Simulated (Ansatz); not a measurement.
Geometry optimisation, RKS CAM-B3LYP/def2-SVP in Ansatz 0.2.0.

Input:

```yaml
crystal:
  periodic: [false, false, false]
  atoms:
    - { symbol: B, position_ang: [-1.184415, -0.52037, -0.082657] }
    - { symbol: S, position_ang: [1.860739, 0.263214, -0.586344] }
    - { symbol: H, position_ang: [-1.067154, -1.622411, -0.532639] }
    - { symbol: H, position_ang: [-1.521986, 0.457746, -0.685468] }
    - { symbol: H, position_ang: [1.520541, 0.229125, 0.72483] }
    - { symbol: Br, position_ang: [-0.978469, -0.321873, 1.894061] }
    - { symbol: H, position_ang: [1.370744, 1.514568, -0.731783] }
basis:
  gaussian: { orbitals: def2-SVP }
hamiltonian:
  xc: cam_b3lyp
relax:
  f_tol: 0.03
  max_steps: 50
```

Launched with:

```bash
$ ansatz run input.yaml --threads 2 --pin off --max-ram 3072MiB --backend cpu --events-out ev --progress --plain --runs-dir out
```

Q: Where does it end, and by what steps?

A: It converged. After 9 steps the energy has fallen by 0.364 eV; S2 moved furthest, 0.77 Å. Joined: B1–S2.

| step | energy less start (eV) | largest force component (eV/Å) | accepted |
| --- | --- | --- | --- |
| 0 | 0.0000 | 1.207 | yes |
| 1 | -0.0767 | 1.043 | yes |
| 2 | -0.1427 | 0.961 | yes |
| 3 | -0.2194 | 0.993 | yes |
| 4 | -0.2365 | 0.950 | yes |
| 5 | -0.2932 | 0.255 | yes |
| 6 | -0.3357 | 0.124 | yes |
| 7 | -0.3475 | 0.470 | yes |
| 8 | -0.3640 | 0.040 | yes |
| 9 | -0.3644 | 0.006 | yes |

```xyz
7
Properties=species:S:1:pos:R:3
B -0.775 -0.372 -0.140
S 1.097 0.269 -0.640
H -0.675 -1.555 -0.357
H -1.448 0.269 -0.909
H 1.808 -0.213 0.404
Br -1.080 0.079 1.778
H 1.073 1.523 -0.136
```

Run time: 19 s on 2 threads of Arm Neoverse V2 (shared host), peak memory 0.2 GiB.
